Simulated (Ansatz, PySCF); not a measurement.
CH2Cl, SMILES Cl[CH2] (connectivity only; charge and spin as stated), charge +1, multiplicity 1.

The structure is a stationary point at B3LYP-D3(BJ)/def2-TZVP. The multiplicity is an assumed one; other spin states were not compared. The isomer is the one that the SMILES or the coordinates give; other isomers of the formula were not compared.

Two levels are set side by side: PBE/def2-TZVPD (Ansatz, a quantum-chemistry and plane-wave program) and EOM-CCSD/aug-cc-pVDZ (PySCF). PBE by ΔSCF, the other level by its IP root; same geometry, the bases differ. Differences are taken from unrounded values.

| quantity | EOM-CCSD |
|---|---|
| vertical ionisation energy (eV) | 19.63 |

What does PBE give, and how far is it from EOM-CCSD? (The exact figures need the calculation; the answer reports its results.)


```
quantity                           PBE  PBE minus EOM-CCSD
-------------------------------  -----  ------------------
vertical ionisation energy (eV)  19.71                0.08
```

On these quantities the two levels nearly agree.
